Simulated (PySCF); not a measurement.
Calculation: PBE-D3(BJ)/def2-TZVP // B3LYP-D3(BJ)/def2-TZVP (PySCF). Isolated molecules, 0 K electronic values unless said otherwise. 

Reference species (SMILES): `[Cl][SnH3]` (neutral, multiplicity 1).

```yaml
HOMO–LUMO gap: 5.45 eV
LUMO: -1.79 eV
```

Changed species: `[Cl][Sn]([Cl])([Cl])[Cl]` (0 of 4 Cl replaced by H; the reference has 3 of 4 Cl replaced by H).

Q: Give the shifts of the HOMO–LUMO gap and LUMO.

A: the HOMO–LUMO gap falls by 1.44 eV, to 4.01 eV; the LUMO falls by 2.50 eV, to -4.29 eV.
